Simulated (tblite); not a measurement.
**Question.** Give a GFN2-xTB geometry of `CC[Si@H](CCl)CC=O`.

**Answer.** 
```xyz
19
C5H11ClOSi angstrom
C     -2.3812   -0.7155   -0.8748
C     -1.5587    0.5201   -0.5186
Si    -0.0726    0.1406    0.6092
C      0.8808    1.7660    0.9614
Cl     1.4804    2.4292   -0.5844
C      1.1147   -1.0681   -0.3020
C      2.4180   -1.0600    0.3979
O      2.7056   -1.7442    1.3440
H     -1.7760   -1.4423   -1.4105
H     -2.7671   -1.1909    0.0231
H     -3.2246   -0.4459   -1.5071
H     -1.2152    0.9960   -1.4392
H     -2.2067    1.2444   -0.0237
H     -0.4635   -0.4236    1.9076
H      0.2626    2.5378    1.4126
H      1.7513    1.6077    1.5925
H      0.6739   -2.0618   -0.2558
H      1.2323   -0.7638   -1.3394
H      3.1362   -0.3163   -0.0004
```

Orientation and origin are arbitrary. Atoms count from 1 in this order. Of the pairs four or more bonds apart, C7···H16 is among the closest relative to their van der Waals radii: 3.00 Å, 103 % of the sum of Bondi's values. The C–Si distances run from 1.904 Å (C2–Si3, drawn single) to 1.924 Å (Si3–C6, drawn single), a spread of 0.020 Å. Si3 (SiH silicon) is distorted tetrahedral (angles from 107.2° to 113.1°). The C–C distances run from 1.479 Å (C6–C7, drawn single) to 1.526 Å (C1–C2, drawn single), a spread of 0.047 Å.

Bonds between heavy atoms (Å): C1–C2 1.526, C2–Si3 1.904, Si3–C4 1.917, C4–Cl5 1.786, Si3–C6 1.924, C6–C7 1.479, C7=O8 1.202.

The geometry is computed with GFN2-xTB (gas phase).

Point group: C1 (no symmetry element, even within 0.4 Å). Its GFN2-xTB frequencies are all real (lowest 27 cm⁻¹). The numbers are those of one conformer (C1–C2–Si3–C4 179°, C2–Si3–C4–Cl5 -61°, C2–Si3–C6–C7 164°, Si3–C6–C7–O8 86°). 3 starts were optimised and ended at 0.00, 0.47 and 1.06 kcal/mol (GFN2-xTB); the lowest of these is shown.
